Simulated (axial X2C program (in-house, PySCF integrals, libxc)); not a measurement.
**CaSe⁺: cheaper levels and CCSD(T), with spin–orbit coupling**

Computed with an in-house all-electron X2C program for linear molecules (integrals from PySCF). Two-component (2c) means X2C with spin–orbit coupling and atomic mean-field two-electron Coulomb and Gaunt terms. Basis: Se dyall-cv3z [8s9p6d4f1g], Ca dyall-cv3z [11s12p6d4f] (cores contracted in-house); Gaussian nuclei, density fitting, unrestricted open shells. Masses: Se 79.917 u, Ca 39.963 u.

State: Ω = 3/2 (⟨Sz⟩ = 0.50, ⟨Lz⟩ = 1.00 at HF); fragments Se + Ca+.

```
level  Re (Å)  ωe (cm⁻¹)  De (eV)
 PBE0   2.576      312.1     2.64
   HF   2.645      301.7      n/a
  MP2   2.602      307.8     2.13
 CCSD   2.614      304.8     2.10
 BLYP   2.605      293.6     2.63
```

Correlated methods: 15 electrons correlated (number of frozen shells: Se 3 s, 2 p, 1 d; Ca 2 s, 1 p), 267 virtual spin orbitals or spinors in MP2, 90 natural virtuals in coupled cluster.

CCSD(T), same Hamiltonian and basis:

Re = 2.613 Å, ωe = 303.4 cm⁻¹, De = 2.16 eV; T1 = 0.010 (Lee–Taylor normalisation).

Q: Give the differences from CCSD(T) in the columns below.

A: 

```json
{"level": "PBE0", "ΔRe (Å)": "-0.037", "Δωe (cm⁻¹)": "9", "ΔDe (eV)": "0.48"}
{"level": "HF", "ΔRe (Å)": "0.032", "Δωe (cm⁻¹)": "-2", "ΔDe (eV)": "n/a"}
{"level": "MP2", "ΔRe (Å)": "-0.011", "Δωe (cm⁻¹)": "4", "ΔDe (eV)": "-0.03"}
{"level": "CCSD", "ΔRe (Å)": "0.001", "Δωe (cm⁻¹)": "1", "ΔDe (eV)": "-0.06"}
{"level": "BLYP", "ΔRe (Å)": "-0.008", "Δωe (cm⁻¹)": "-10", "ΔDe (eV)": "0.47"}
```

The state is one determinant whose occupation by symmetry is held fixed; it was picked as the lowest of a PBE0 search that is not exhaustive. De is counted from the lowest determinant-based energies of the atoms at the same level, without counterpoise correction. De is not given where an atomic determinant may have missed its ground term or J level, or where the truncated virtual space spoils (T). Density functionals use the spin component along the axis (collinear). CCSD and (T) use frozen natural virtuals with an MP2 correction for the truncation; (T) itself is uncorrected, so its De runs slightly low. The functionals have no current-density term, which raises determinants with orbital currents, atoms included. Some points did not converge and are left out. The stretched end of a curve changes character and is left out.
